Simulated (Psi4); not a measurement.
C4H11FSi (SMILES CCCC[SiH2]F), singlet, at a GFN2-xTB geometry; R2SCAN/def2-SVPD (Psi4).

Input for Psi4:
```
memory 2 GB

molecule mol {
0 1
  Si    1.224761    0.720424   -0.114050
  F     2.324169    1.218840    0.959174
  C     0.220444   -0.639072    0.746475
  C    -0.629137   -1.502494   -0.185908
  C    -1.613325   -0.711141   -1.045877
  C    -2.640885    0.060552   -0.227193
  H     2.009251    0.224073   -1.237001
  H     0.467594    1.927112   -0.420354
  H     0.912786   -1.295595    1.280784
  H    -0.420521   -0.197402    1.512247
  H    -1.188045   -2.230731    0.409220
  H     0.033367   -2.063734   -0.849581
  H    -2.137493   -1.411300   -1.701458
  H    -1.058637   -0.016339   -1.680733
  H    -2.165069    0.841720    0.359618
  H    -3.371630    0.528477   -0.883021
  H    -3.168367   -0.608834    0.449432
}

set basis def2-svpd
set reference rks

energy('r2scan')
print_variables()
```

It wrote (shortened):

```
   => Loading Basis Set <=

    Name: DEF2-SVPD
    Role: ORBITAL
    Keyword: BASIS

         ---------------------------------------------------------
                                   SCF
               by Justin Turney, Rob Parrish, Andy Simmonett
                          and Daniel G. A. Smith
                              RKS Reference
         ---------------------------------------------------------

  ==> Geometry <==

    Molecular point group: c1
    Full point group: C1

    Geometry (in Angstrom), charge = 0, multiplicity = 1:

       Center              X                  Y                   Z               Mass
    ------------   -----------------  -----------------  -----------------  -----------------
         SI           1.108790266439     0.668857811394    -0.148930917949    27.976926534650
         F            2.208198266439     1.167273811394     0.924293082051    18.998403162730
         C            0.104473266439    -0.690638188606     0.711594082051    12.000000000000
         C           -0.745107733561    -1.554060188606    -0.220788917949    12.000000000000
         C           -1.729295733561    -0.762707188606    -1.080757917949    12.000000000000
         C           -2.756855733561     0.008985811394    -0.262073917949    12.000000000000
         H            1.893280266439     0.172506811394    -1.271881917949     1.007825032230
         H            0.351623266439     1.875545811394    -0.455234917949     1.007825032230
         H            0.796815266439    -1.347161188606     1.245903082051     1.007825032230
         H           -0.536491733561    -0.248968188606     1.477366082051     1.007825032230
         H           -1.304015733561    -2.282297188606     0.374339082051     1.007825032230
         H           -0.082603733561    -2.115300188606    -0.884461917949     1.007825032230
         H           -2.253463733561    -1.462866188606    -1.736338917949     1.007825032230
         H           -1.174607733561    -0.067905188606    -1.715613917949     1.007825032230
         H           -2.281039733561     0.790153811394     0.324737082051     1.007825032230
         H           -3.487600733561     0.476910811394    -0.917901917949     1.007825032230
         H           -3.284337733561    -0.660400188606     0.414551082051     1.007825032230

  Running in c1 symmetry.

  Rotational constants: A =      0.19057  B =      0.04247  C =      0.04009 [cm^-1]
  Rotational constants: A =   5713.28266  B =   1273.08245  C =   1201.77075 [MHz]
  Nuclear repulsion =  312.029000860270628

  Charge       = 0
  Multiplicity = 1
  Electrons    = 58
  Nalpha       = 29
  Nbeta        = 29

  ==> Algorithm <==

  SCF Algorithm Type is DF.
  DIIS enabled.
  MOM disabled.
  Fractional occupation disabled.
  Guess Type is SAD.
  Energy threshold   = 1.00e-06
  Density threshold  = 1.00e-06
  Integral threshold = 1.00e-12

  ==> Primary Basis <==

  Basis Set: DEF2-SVPD
    Blend: DEF2-SVPD
    Number of shells: 95
    Number of basis functions: 215
    Number of Cartesian functions: 227
    Spherical Harmonics?: true
    Max angular momentum: 2

  ==> DFT Potential <==

   => LibXC <=

    Version 7.1.2
    S. Lehtola, C. Steigemann, M. J. T. Oliveira, and M. A. L. Marques,  SoftwareX 7, 1–5 (2018) (10.1016/j.softx.2017.11.002)

   => Composite Functional: R2SCAN <=

    r2SCAN Meta-GGA XC Functional  (0.1021/acs.jpclett.0c02405)
    J. W. Furness, A. D. Kaplan, J. Ning, J. P. Perdew, J. Sun  J. Phys. Chem. Lett.  11, 8208–8215, 2020

    Deriv               =              1
    GGA                 =           TRUE
    Meta                =           TRUE

    Exchange Hybrid     =          FALSE
    MP2 Hybrid          =          FALSE

   => Exchange Functionals <=

    1.0000   XC_MGGA_X_R2SCAN

   => Correlation Functionals <=

    1.0000   XC_MGGA_C_R2SCAN

   => LibXC Density Thresholds  <==

    XC_MGGA_C_R2SCAN:  1.00E-15
    XC_MGGA_X_R2SCAN:  1.00E-11

   => Molecular Quadrature <=

[...]
  Using in-core AOs.

  ==> MemDFJK: Density-Fitted J/K Matrices <==

    J tasked:                   Yes
    K tasked:                    No
    wK tasked:                   No
    Algorithm:                 Core
    Schwarz Cutoff:           1E-12
    Mask sparsity (%):       2.7561
    Fitting Condition:        1E-10

   => Auxiliary Basis Set <=

  Basis Set: (DEF2-SVPD AUX)
    Blend: DEF2-UNIVERSAL-JKFIT
    Number of shells: 229
    Number of basis functions: 703
    Number of Cartesian functions: 824
    Spherical Harmonics?: true
    Max angular momentum: 4

  Minimum eigenvalue in the overlap matrix is 1.3197018768E-04.
  Reciprocal condition number of the overlap matrix is 1.0461221703E-05.
    Using symmetric orthogonalization.

  ==> Pre-Iterations <==

  SCF Guess: Superposition of Atomic Densities via on-the-fly atomic UHF (no occupation information).

   -------------------------
    Irrep   Nso     Nmo
   -------------------------
     A        215     215
   -------------------------
    Total     215     215
   -------------------------

  ==> Iterations <==

                           Total Energy        Delta E     RMS |[F,P]|

   @DF-RKS iter SAD:  -547.32967738087643   -5.47330e+02   0.00000e+00
   @DF-RKS iter   1:  -547.40996467425600   -8.02873e-02   4.94393e-03 ADIIS/DIIS
   @DF-RKS iter   2:  -546.70603290242764    7.03932e-01   7.16954e-03 ADIIS/DIIS
   @DF-RKS iter   3:  -547.99279554756652   -1.28676e+00   5.72504e-04 ADIIS/DIIS
   @DF-RKS iter   4:  -547.99920854817390   -6.41300e-03   2.83360e-04 ADIIS/DIIS
   @DF-RKS iter   5:  -548.00086993378738   -1.66139e-03   8.83489e-05 DIIS
   @DF-RKS iter   6:  -548.00103340017245   -1.63466e-04   2.29244e-05 DIIS
   @DF-RKS iter   7:  -548.00104170665315   -8.30648e-06   9.97619e-06 DIIS
   @DF-RKS iter   8:  -548.00104353744575   -1.83079e-06   2.30613e-06 DIIS
   @DF-RKS iter   9:  -548.00104366365019   -1.26204e-07   4.10305e-07 DIIS
  Energy and wave function converged.

  ==> Post-Iterations <==

   Electrons on quadrature grid:
      Ntotal   =   57.9998765090 ; deviation = -1.235e-04

    Orbital Energies [Eh]
    ---------------------

    Doubly Occupied:

[...]
    Virtual:

[...]
    Final Occupation by Irrep:
              A
    DOCC [    29 ]
    NA   [    29 ]
    NB   [    29 ]

  @DF-RKS Final Energy:  -548.00104366365019

   => Energetics <=

    Nuclear Repulsion Energy =            312.0290008602706280
    One-Electron Energy =               -1372.2795124462127205
    Two-Electron Energy =                 569.3159849729149755
    DFT Exchange-Correlation Energy =     -57.0665170506229771
    Empirical Dispersion Energy =           0.0000000000000000
    VV10 Nonlocal Energy =                  0.0000000000000000
    Total Energy =                       -548.0010436636501936

Computation Completed

Properties will be evaluated at   0.000000,   0.000000,   0.000000 [a0]

Properties computed using the SCF density matrix

 Multipole Moments:

 ------------------------------------------------------------------------------------
     Multipole            Electronic (a.u.)      Nuclear  (a.u.)        Total (a.u.)
 ------------------------------------------------------------------------------------

 L = 1.  Multiply by 2.5417464519 to convert [e a0] to [Debye]
 Dipole X            :         12.0351986          -12.7108829           -0.6756843
 Dipole Y            :          5.1870581           -5.6518419           -0.4647838
 Dipole Z            :          3.5146043           -3.8230903           -0.3084860
 Magnitude           :                                                    0.8762059

 ------------------------------------------------------------------------------------

  Variable Map:
  ----------------------------------------------------------------------------
[...]
  Array Variable Map:
  ----------------------------------------------------------------------------
[...]
[...]
```
